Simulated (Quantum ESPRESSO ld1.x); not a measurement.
Problem. These are the eigenvalues of the occupied orbitals of an atom or ion with whole-number occupations (hartree). Method: scalar-relativistic Kohn-Sham, BLYP, spin-unpolarised, spherical densities, point nucleus; computed with ld1.x of Quantum ESPRESSO 7.5.

orbital  eigenvalue
1s         -2917.72
2s         -541.381
2p         -473.774
3s         -153.886
3p         -134.184
3d         -112.920
4s         -57.9284
4p         -51.1045
4d         -42.9950
4f         -34.3026

Which element is it, and in what charge state? The configuration may be excited.

Solution. Z = 78, platinum, charge +28: Pt28+ in [Kr] 4d10 4f4. The list shows which subshells hold electrons but not how many an open one holds; the 1s level, -2917.7 hartree, gives Z - s = 76.4 by -(Z - s)^2/2, which with screening and relativity narrows Z to a few neighbours, and the depths of the outer levels then fix element, charge and occupations together.
